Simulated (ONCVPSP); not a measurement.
# What the settings do to the ONCV potential of tellurium

Base potential:

tellurium (Te), optimised norm-conserving Vanderbilt (ONCV), made with ONCVPSP 4.0.1 (PBE, scalar-relativistic). Core [Kr], reference 4d10 5s2 5p3 (charge +1). Waves: 5s: rc 1.65 bohr, ncon 3, nbas 7, qcut 3.7 1/bohr, 2 projectors, debl 2.7 Ha; 5p: rc 1.90 bohr, ncon 5, nbas 8, qcut 3.7 1/bohr, 1 projector; 4d: rc 1.05 bohr, ncon 3, nbas 7, qcut 10.3 1/bohr, 2 projectors, debl 1 Ha. Local part: polynomial inside 1.00 bohr (lpopt 1, dvloc0 0 Ha). Core correction: Teter function fitted to the true core (icmod 2), fcfact 0.7.

In the d channel the program set the typed energies aside and used -1.862, 0.250 Ha.

All-electron outer shells of the reference configuration (PBE, scalar-relativistic, ld1.x):

| shell | level (eV) | outermost node (bohr) | outermost maximum (bohr) |
| --- | --- | --- | --- |
| 4s | -173.44 | 0.38 | 0.70 |
| 4p | -123.46 | 0.38 | 0.74 |
| 4d | -50.68 | 0.36 | 0.81 |
| 5s | -23.44 | 0.91 | 1.77 |
| 5p | -13.68 | 1.00 | 2.11 |

Cutoffs, loose and tight: the cutoffs (Ha) at which the residual kinetic energy of the hardest occupied pseudo-wave falls to 1 and 0.1 mHa per electron. They do not see the model core or the augmentation charge, which bear on the density cutoff. Test errors are all-electron minus pseudo excitation energies from the reference, over the configurations 4d10 5s2 5p4; 4d10 5s2 5p2; 4d10 5s2 5p1; 4d10 5s0 5p6. A dash means not determined; rows that change the core or the reference have their own tests.

5 further variants are left out, since the program set their typed debl aside.

A true bound ghost makes a file unfit for plane-wave use even where its test errors are small: the radial tests pick states by their node count and pass the ghost by.

| change | outcome | cutoff, loose | cutoff, tight | bound ghosts | GHOST(+) flags above zero | largest test error (meV) |
| --- | --- | --- | --- | --- | --- | --- |
| base | generated, projector energies reset by the program | 48 Ha | 69 Ha | s, p | none | -8.4 |
| s: debl 1.05 | generated, projector energies reset by the program | 48 Ha | 69 Ha | s, p | none | -8.7 |
| s: debl 1.8 | generated, projector energies reset by the program | 48 Ha | 69 Ha | s, p | none | -8.6 |
| s: debl 2.25 | generated, projector energies reset by the program | 48 Ha | 69 Ha | s, p | none | -8.5 |
| s: debl 3.45 | generated, projector energies reset by the program | 48 Ha | 69 Ha | s, p | none | -8.4 |
| s: debl 4.85 | generated, projector energies reset by the program | 48 Ha | 69 Ha | s, p | none | -8.5 |

Reading the sweep of the debl of the s channel (base included, trends over the rows without a ghost): Bound ghosts are found at 1.05, 1.8, 2.25, 2.7, 3.45, 4.85 Ha. Every judged row has one, so this setting neither creates nor removes them.
